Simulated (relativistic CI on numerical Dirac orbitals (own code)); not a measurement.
Cr⁶⁺: q coefficients and field-shift factors

These numbers are calculated, not measured: Dirac-Coulomb-Breit CI, orbitals from a KLI potential per configuration, derivatives by finite differences, unscaled Slater integrals, QED left out (own radial code, finite nucleus).

Configurations in the expansion (outside the closed core [Ne]): 3s²3p⁶, 3s²3p⁵3d, 3s3p⁶3d, 3s²3p⁵4s, 3s²3p⁵4p, 3p⁶3d², 3p⁵3d³, 3p⁵3d²4s, 3p⁵3d²4p. Double excitations out of closed p, d and f shells are left out; levels of such configurations are missing from the list, as are those of other unlisted configurations, and high levels can miss mixing partners.

With x = (α/α₀)² − 1 an excitation energy changes as ω = ω₀ + qx; K = 2q/ω₀ is the relative enhancement. Terms are leading LS components, so labels can repeat. The field-shift factor is F = δν/δ⟨r²⟩ for the transition from the lowest level.

Lowest level 3s²3p⁶ ¹S0.

```csv
Level,ω₀ (cm⁻¹),q (cm⁻¹),K,F (GHz/fm²)
3s²3p⁵3d ³P°0,336626,474.5,0.00282,0.406
3s²3p⁵3d ³P°1,338256,1946,0.0115,0.406
3s²3p⁵3d ³P°2,341656,5053,0.0296,0.406
3s²3p⁵3d ³F°4,353214,1389,0.00786,0.427
3s²3p⁵3d ³F°3,355985,3443,0.0193,0.421
3s²3p⁵3d ³F°2,358935,6492,0.0362,0.416
3s²3p⁵3d ³D°3,382126,1557,0.00815,0.454
3s²3p⁵3d ¹D°2,383225,4024,0.021,0.445
3s²3p⁵3d ³D°1,385288,5418,0.0281,0.444
3s²3p⁵3d ³D°2,386546,7138,0.0369,0.447
3s²3p⁵3d ¹F°3,388636,7726,0.0398,0.445
3s²3p⁵3d ¹P°1,517140,4750,0.0184,0.517
3s3p⁶3d ³D1,662206,14280,0.0431,-8.23
```

At this charge configurations can still be misplaced by up to about 7 % of their energy.
